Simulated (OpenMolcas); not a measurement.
# Multiconfigurational calculation on Yb3+

Yb3+ with 8 ligands (chloride) in square antiprismatic coordination (D4d) at 2.75 Å, a polar angle of 53.3° against the regular 57.3°. A charge of +0.625 e stands 2.6 Å behind each ligand. Ligand basis ANO-RCC-VDZP.

Input:

```
&GATEWAY
Coord
9

Yb 0.0 0.0 0.0
Cl 2.036755 0.843651 1.643892
Cl -0.843651 2.036755 1.643892
Cl -2.036755 -0.843651 1.643892
Cl 0.843651 -2.036755 1.643892
Cl 2.036755 -0.843651 -1.643892
Cl 0.843651 2.036755 -1.643892
Cl -2.036755 0.843651 -1.643892
Cl -0.843651 -2.036755 -1.643892
Basis=Yb.ANO-RCC-VDZP,Cl.ANO-RCC-VDZP
Group=NoSym
NoMove
AngMom=0.0 0.0 0.0
AMFI
RICD
XField
8 Angstrom 0
3.962414 1.641285 3.198117 0.625000
-1.641285 3.962414 3.198117 0.625000
-3.962414 -1.641285 3.198117 0.625000
1.641285 -3.962414 3.198117 0.625000
3.962414 -1.641285 -3.198117 0.625000
1.641285 3.962414 -3.198117 0.625000
-3.962414 1.641285 -3.198117 0.625000
-1.641285 -3.962414 -3.198117 0.625000
&SEWARD
&RASSCF
FileOrb=start.orb
Symmetry=1
Spin=2
nActEl=13 0 0
Inactive=99
Ras2=7
CIRoot=7 7 1
SDav=7
CIMx=300
Iter=150 100
PrWF=0.3
OrbListing=Nothing
MaxOrb=0
LevShft=1.0
>>> COPY $Project.JobIph JOB001
&RASSI
NrOfJobIphs=1 7
1 2 3 4 5 6 7
IphNames
JOB001
EJob
SpinOrbit
DIPRint=1.0
SOCoupling=1000.0
Subsets=2
Property=9
'ANGMOM' 1 'ANGMOM' 2 'ANGMOM' 3 'MLTPL  1' 1 'MLTPL  1' 2 'MLTPL  1' 3
'AMFI' 1 'AMFI' 2 'AMFI' 3
SOProperty=3
'ANGMOM' 1 'ANGMOM' 2 'ANGMOM' 3
```

Launched by
```bash
OMP_NUM_THREADS=1 MOLCAS_MEM=2457 MOLCAS_PROJECT=a pymolcas a.inp > a.log  # once for each step of the input, in one work folder
```

A driver script runs the steps one by one and writes start.orb anew before each from the orbitals found so far.

Output, cut to the results:

```
--- SEWARD ---
Basis set label: YB.ANO-RCC...7S6P4D2F1G.

      Electronic valence basis set:
      ------------------
      Associated Effective Charge  70.000000 au
      Associated Actual Charge     70.000000 au
      Nuclear Model: Point charge

      Shell  nPrim  nBasis  Cartesian Spherical Contaminant
         s      25       7        X
         p      22       6        X
         d      15       4                 X
         f      11       2                 X
         g       4       1                 X
                  Relativistic Douglas-Kroll-Hess integrals:
                    - DKH order of Hamiltonian: 2
                    - DKH order of Properties : 0
                  Atomic mean-field integrals
--- RASSCF ---
Wave function specifications:
      -----------------------------

      Number of closed shell electrons         198
      Number of electrons in active shells      13
      Max number of holes in RAS1 space          0
      Max nr of electrons in RAS3 space          0
      Number of inactive orbitals               99
      Number of active orbitals                  7
      Number of secondary orbitals             106
      Spin quantum number                      0.5
      State symmetry                             1
Orbital specifications:
      -----------------------

      Symmetry species                           1
                                                 a
      Frozen orbitals                            0
      Inactive orbitals                         99
      Active orbitals                            7
      RAS1 orbitals                              0
      RAS2 orbitals                              7
      RAS3 orbitals                              0
      Secondary orbitals                       106
      Deleted orbitals                           0
      Number of basis functions                212
      Number of CSFs                             7
      Number of root(s) required                 7
      Iter CI   SX   CI       RASSCF       Energy    max ROT     max BLB   max BLB  Level Ln srch  Step   QN
          iter iter root      energy       change     param      element    value   shift minimum  type update
 Nr of preliminary CI iterations:   1
      Total energies have been shifted. Add               -17000.00 au
        1   1    9    0  -735.32206862    0.00E+00  -4.95E-02  105 117 1  5.96E-01*  2.02   0.00    SX    NO
        2   1   10    0  -735.79126721   -4.69E-01* -2.16E-02  101 113 1 -2.19E-01*  1.44   0.00    SX    NO
        3   1    9    0  -735.96674956   -1.75E-01* -1.26E-02  101 113 1  1.30E-01*  1.59   0.00    SX    NO
        4   1    9    0  -736.02377376   -5.70E-02* -8.39E-03  102 114 1 -8.29E-02*  1.42   0.00    SX    NO
        5   1    9    0  -736.04759338   -2.38E-02* -7.69E-03  105 117 1  4.82E-02*  1.48   1.32    QN   YES
        6   1    9    0  -736.06324464   -1.57E-02* -3.72E-03  103 115 1  2.51E-02*  1.43   1.52    LS   YES
        7   1    9    0  -736.06532773   -2.08E-03* -1.75E-03  103 115 1  1.39E-02*  1.41   1.07    QN   YES
        8   1    8    0  -736.06729321   -1.97E-03* -2.35E-03   34 143 1  6.54E-03*  1.40   2.41    LS   YES
        9   1    8    0  -736.06831452   -1.02E-03*  7.77E-04  101 113 1 -1.26E-02*  1.39   1.05    QN   YES
       10   1    8    0  -736.06863027   -3.16E-04*  4.86E-04   93 204 1 -3.00E-03*  1.40   1.63    LS   YES
       11   1    8    0  -736.06868594   -5.57E-05* -4.30E-04  105 117 1  4.62E-03*  1.41   1.01    QN   YES
       12   1    7    0  -736.06876095   -7.50E-05* -4.52E-04  105 117 1  2.22E-03*  1.41   2.06    LS   YES
       13   1    7    0  -736.06878796   -2.70E-05*  1.26E-04   93 204 1  9.69E-04*  1.40   1.01    QN   YES
       14   1    7    0  -736.06879519   -7.23E-06*  1.76E-04   93 204 1  5.65E-04*  1.40   2.41    LS   YES
       15   1    7    0  -736.06879924   -4.05E-06*  5.41E-05   22 110 1 -8.22E-04*  1.40   1.07    QN   YES
       16   1    6    0  -736.06880045   -1.21E-06*  3.04E-05   22 110 1 -2.79E-04*  1.40   1.56    LS   YES
       17   1    6    0  -736.06880064   -1.91E-07* -1.77E-05  102 114 1  2.06E-04*  1.40   1.00    QN   YES
       18   1    6    0  -736.06880080   -1.55E-07* -1.48E-05   19 107 1  5.08E-05   1.40   1.84    LS   YES
       19   1    6    0  -736.06880083   -3.65E-08* -5.70E-06  104 116 1 -8.87E-05   1.40   0.91    QN   YES
       20   1    5    0  -736.06880085   -2.02E-08*  6.18E-06  104 116 1 -2.79E-05   1.40   1.64    QN   YES
...
--- RASSI ---
SPIN-FREE ENERGIES:
  (Shifted by EMIN (a.u.) =     -17736.0691726610)

 SF State       Relative EMIN(au)   Rel lowest level(eV)    D:o, cm**(-1)

     1             0.0000000000        0.0000000000              0.0000
     2             0.0000000012        0.0000000314              0.0003
     3             0.0004678285        0.0127302608            102.6765
     4             0.0004678285        0.0127302608            102.6765
     5             0.0005506398        0.0149836722            120.8515
     6             0.0005506398        0.0149836722            120.8515
     7             0.0005656589        0.0153923638            124.1478
     Dipole printing threshold changed to   1.00000000E+00

++ Dipole transition strengths (spin-free states):
   -----------------------------------------------
     for osc. strength at least  1.00000000E+00

  ( Max oscillator strength is only    3.2625583704523871E-009 )
--
Eigenvalues of complex Hamiltonian:
   -----------------------------------
  (Shifted by EMIN (a.u.) =     -17736.0691726610)

 SO State       Relative EMIN(au)   Rel lowest level(eV)    D:o, cm**(-1)

     1            -0.0203558678        0.0000000000              0.0000
     2            -0.0203558678        0.0000000000              0.0000
     3            -0.0200317224        0.0088204458             71.1417
     4            -0.0200317224        0.0088204458             71.1417
     5            -0.0199564105        0.0108697869             87.6707
     6            -0.0199564105        0.0108697869             87.6707
     7            -0.0198639073        0.0133869283            107.9729
     8            -0.0198639073        0.0133869283            107.9729
     9             0.0273892624        1.2992111793          10478.8449
    10             0.0273892624        1.2992111793          10478.8449
    11             0.0276332496        1.3058504102          10532.3939
...
```

Spin-orbit levels above the lowest:

```tsv
E (cm-1)	Degeneracy	2S+1	g
0.0	2	2	0.00 0.00 5.71
71.1	2	2	0.00 0.00 3.41
87.7	2	2	0.00 0.00 7.99
108.0	2	2	1.14 4.57 4.57
10479	2	2	0.00 0.00 2.57
10532	2	2	0.00 0.00 4.27
10566	2	2	0.86 2.56 2.56
```

Without dynamic correlation the ligand-field splitting of an f shell can come out too small, at times by half. No measured value stands beside these numbers; the geometry is a model, was not optimised and need not be the one that this ion takes.

The RASSCF and RASSI steps took 2.9 min on 1 thread of Arm Neoverse V1, on a shared host; the integral step is not counted.
